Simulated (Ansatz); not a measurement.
Geometry optimisation, Ansatz, RKS r2SCAN-D4/def2-SVP.

Input:

```yaml
crystal:
  periodic: [false, false, false]
  atoms:
    - { symbol: Ga, position_ang: [0.028869, 0.683354, -0.584413] }
    - { symbol: H, position_ang: [-0.00114, 0.053569, 2.115102] }
    - { symbol: "N", position_ang: [1.629622, -0.120301, -0.789543] }
    - { symbol: H, position_ang: [1.774451, -0.831461, -1.498305] }
    - { symbol: H, position_ang: [2.47268, 0.424101, -0.640811] }
    - { symbol: "N", position_ang: [-1.588151, 0.061419, -1.084569] }
    - { symbol: H, position_ang: [-1.785593, -0.929486, -1.17824] }
    - { symbol: H, position_ang: [-2.41406, 0.577516, -0.799282] }
    - { symbol: Cl, position_ang: [0.045693, 2.71329, 0.304741] }
    - { symbol: H, position_ang: [-0.00197, 0.7607, 1.98432] }
basis:
  gaussian: { orbitals: def2-SVP }
hamiltonian:
  xc: r2scan
  dispersion: d4
relax:
  f_tol: 0.03
  max_steps: 50
```

Command:

```bash
$ ansatz run input.yaml --threads 4 --pin off --max-ram 5120MiB --backend cpu --events-out ev --progress --plain --runs-dir out
```

**Question.** Where does it end, and by what steps?

**Answer.** The run converged. The force dipped under the threshold on the way, but the program's further checks kept it going. After 8 steps the energy has fallen by 0.097 eV; H2 moved furthest, 0.38 Å.

```json
{"step": "0", "energy less start (eV)": "0.0000", "largest force component (eV/Å)": "1.728", "accepted": "yes"}
{"step": "1", "energy less start (eV)": "-0.0865", "largest force component (eV/Å)": "0.263", "accepted": "yes"}
{"step": "2", "energy less start (eV)": "-0.0932", "largest force component (eV/Å)": "0.123", "accepted": "yes"}
{"step": "3", "energy less start (eV)": "-0.0960", "largest force component (eV/Å)": "0.061", "accepted": "yes"}
{"step": "4", "energy less start (eV)": "-0.0960", "largest force component (eV/Å)": "0.094", "accepted": "no"}
{"step": "5", "energy less start (eV)": "-0.0967", "largest force component (eV/Å)": "0.013", "accepted": "yes"}
{"step": "6", "energy less start (eV)": "-0.0972", "largest force component (eV/Å)": "0.026", "accepted": "yes"}
{"step": "7", "energy less start (eV)": "-0.0974", "largest force component (eV/Å)": "0.015", "accepted": "yes"}
{"step": "8", "energy less start (eV)": "-0.0975", "largest force component (eV/Å)": "0.021", "accepted": "yes"}
```

```xyz
10
Properties=species:S:1:pos:R:3
Ga 0.045 0.758 -0.683
H -0.067 -0.034 2.479
N 1.632 -0.079 -0.887
H 1.739 -0.882 -1.498
H 2.495 0.450 -0.820
N -1.569 0.087 -1.135
H -1.716 -0.909 -1.264
H -2.414 0.542 -0.805
Cl 0.084 2.754 0.135
H -0.069 0.706 2.306
```

Whether the end is a true minimum wasn't checked by a vibrational analysis.

The run took 23 s on 4 threads of Arm Neoverse V1, with other jobs on the host, peak memory 0.19 GiB.
